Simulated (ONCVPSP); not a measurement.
## Before and after: ONCV potential for carbon (C)

| Quantity | Value |
| --- | --- |
| Element | C |
| Generator | ONCVPSP 4.0.1 |
| Type | optimised norm-conserving Vanderbilt (ONCV) |
| Functional | PBEsol |
| Relativity | scalar-relativistic |
| Frozen core | [He] |
| Valence charge | 4 |
| Reference configuration | 2s1.5 2p2.5 |
| Partial waves | 2s: rc 1.15 bohr, ncon 3, nbas 7, qcut 4.4 1/bohr, local; 2p: rc 2.15 bohr, ncon 3, nbas 6, qcut 8.2 1/bohr, 2 projectors, debl 2.1 Ha; d scattering state at 0.27 Ha: rc 2.15 bohr, ncon 5, nbas 9, qcut 4 1/bohr, 2 projectors, debl 2.2 Ha |
| Local potential | the s channel |
| Core correction | Teter function, fcfact 4, rcfact 1.8 |

All-electron outer shells of the reference configuration (PBEsol, scalar-relativistic, ld1.x):

```
shell  level (eV)  outermost node (bohr)  outermost maximum (bohr)
   1s     -272.53                      –                      0.18
   2s      -13.88                   0.38                      1.22
   2p       -5.46                      –                      1.20
```

Change: s: nproj 1; local potential polynomial inside 1.05 bohr (lpopt 3, dvloc0 -1 Ha).

Cutoffs: the cutoffs (Ha) at which the residual kinetic energy of the hardest occupied pseudo-wave falls to 1 and 0.1 mHa per electron; they do not see the model core or the augmentation charge, which bear on the density cutoff. Errors are all-electron minus pseudo energies relative to the spin-unpolarised reference configuration.

What does the change do?

The potential gets neither clearly harder nor softer (55 Ha and 112 Ha → 55 Ha and 112 Ha); a bound ghost appears in d, which as a rule spoils a file; of the 4 tests that both files solve, the error grows in 2 and shrinks in 0 by more than 15 % and 0.3 meV (median size 27.2 → 27.0 meV); the range in which the d phases agree narrows (upper end at the end of the scan → 3.6). In the separable form a ghost depends on how the local part lies against the semilocal potential of the channel, so the choice of the local part can create or remove one.

```tsv
quantity	base	changed
cutoff, loose	55 Ha	55 Ha
cutoff, tight	112 Ha	112 Ha
bound ghosts	none	d
GHOST(+) flags under 300 eV	none	none
error for 2s2 2p2, meV [ΔE -4.21 eV]	-1.0	-1.8
error for 2s2 2p1, meV [ΔE 6.58 eV]	+53	+52
error for 2s2 2p0, meV [ΔE 30.60 eV]	+337	+335
error for 2s1 2p2, meV [ΔE 15.29 eV]	+0.5	+1.4
s: phases at 1.16 bohr within 0.05 rad from the reference energy up to (Ha; the scan ends near 5)	2.8	2.7
p: phases at 2.18 bohr within 0.05 rad from the reference energy up to (Ha; the scan ends near 5)	to the end of the scan	to the end of the scan
d: phases at 2.18 bohr within 0.05 rad from the reference energy up to (Ha; the scan ends near 5)	to the end of the scan	3.6
rms error of d²Exc/dni dnj with the model core, mHa	2.26	2.26
```

 A true bound ghost makes a file unfit for plane-wave use even where its test errors are small: the radial tests pick states by their node count and pass the ghost by.
